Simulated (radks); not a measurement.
Species: the zinc ion Zn2+. Configuration: [Ar] 3d8 4s2 (not the ground configuration). Method: scalar-relativistic Kohn-Sham, PBE, spin-polarised, spherical densities, finite nucleus; open shells are filled with parallel spins first; Fermi nuclear charge, rms radius 3.9283 fm; computed with a radial shooting solver on a logarithmic mesh with Libxc functionals.

Local quantities along the radius. ELF = 1/(1 + alpha^2) is the electron localisation function; alpha = (tau - tau_W)/tau_unif compares the Pauli kinetic energy density with that of the uniform gas (summed over spins). tau is taken from the large components.

```
   r/bohr * ELF (the largest magnitude, 1, reaches the edge; | marks zero)
 0.003237 |                                                      *
 0.003709 |                                                      *
 0.004215 |                                                      *
 0.004829 |                                                      *
 0.005489 |                                                      *
 0.006239 |                                                      *
 0.007147 |                                                      *
 0.008123 |                                                      *
 0.009307 |                                                      *
  0.01058 |                                                      *
  0.01212 |                                                      *
  0.01377 |                                                      *
  0.01578 |                                                      *
  0.01793 |                                                      *
  0.02038 |                                                      *
  0.02335 |                                                      *
  0.02654 |                                                     *
  0.03041 |                                                     *
  0.03456 |                                                   *
   0.0396 |                                                *
    0.045 |                                           *
  0.05156 |                                   *
   0.0586 |                         *
   0.0666 |                  *
  0.07631 |               *
  0.08672 |                *
  0.09936 |                     *
   0.1129 |                            *
   0.1294 |                                    *
    0.147 |                                         *
   0.1685 |                                           *
   0.1915 |                                           *
   0.2176 |                                       *
   0.2493 |                             *
   0.2834 |                  *
   0.3246 |           *
    0.369 |            *
   0.4227 |                    *
   0.4805 |                               *
   0.5505 |                                       *
   0.6256 |                                         *
    0.711 |                                         *
   0.8146 |                                      *
   0.9259 |                                 *
    1.061 |                        *
    1.206 |               *
    1.381 |          *
     1.57 |          *
    1.799 |              *
    2.044 |                       *
    2.323 |                                 *
    2.662 |                                          *
    3.025 |                                              *
    3.466 |                                                *
    3.939 |                                                *
    4.513 |                                                *
    5.129 |                                             *
    5.877 |                                      *
    6.679 |                          *
```

On this mesh the ELF has minima near r = 0.076, 0.32, 1.6 bohr, which separate the shells, and maxima near 0.17 (0.81), 0.63 (0.77), 3.9 (0.90).
